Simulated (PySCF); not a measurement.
Input of a run (PBE0-D3(BJ)/def2-SVP geometry optimisation, gas phase (PySCF 2.14.0)), started from GFN2-xTB:
```
{"job": {"xc": "PBE0", "basis": "def2-SVP", "d3": "d3bj", "grid": 1, "kind": "geom"}, "charge": 0, "multiplicity": 1}
Br    -3.273616     0.024752     0.046279
C     -1.370936     0.010010     0.018432
C     -0.699370    -1.201703     0.051145
C      0.683299    -1.211688     0.030717
C      1.371501    -0.010120    -0.023013
Br     3.273260    -0.025191    -0.052693
C      0.699798     1.201430    -0.055455
C     -0.682820     1.211641    -0.034269
H     -1.249726    -2.128755     0.092457
H      1.220483    -2.146862     0.055995
H      1.249246     2.128830    -0.096855
H     -1.219922     2.146970    -0.058765
```

Output (energies in Eh, forces in Eh/bohr):
```
step   0  E = -5377.71347210  max force = 0.014696
step   1  E = -5377.71450395  max force = 0.002194
step   2  E = -5377.71452841  max force = 0.000545
step   3  E = -5377.71452979  max force = 0.000163
optimisation converged
```

Question: Summarise the run.

Answer: The energy falls by 0.029 eV over 4 energy and gradient evaluations, the largest force component goes from 0.0147 to 1.6e-04 Eh/bohr, and the atoms move by 0.013 Å rms after alignment. Among the bonds, Br1–C2 and C5–Br6 change most and about equally (-0.018 to -0.017 Å). Bonds longer at the end by more than 0.005 Å: 10 of 12; shorter: 2. The energy never rose by more than 1e-6 Eh on the way. The first step brought 98 % of the lowering.

Question: What are the final bond lengths?

Answer: Br1–C2 1.885 Å, C2–C3 1.394 Å, C3–C4 1.393 Å, C4–C5 1.394 Å, C5–Br6 1.885 Å, C5–C7 1.394 Å, C7–C8 1.393 Å, C2–C8 1.394 Å, C3–H9 1.091 Å, C4–H10 1.091 Å, C7–H11 1.091 Å, C8–H12 1.091 Å. Numbering counts from 1 in the input's order; the species is 1,4-dibromobenzene (`c1cc(Br)ccc1Br`).

The run used 168 basis functions and 25 SCF cycles in all.

No PBE0-D3(BJ)/def2-SVP frequencies stand behind this structure, so it isn't proved a minimum.
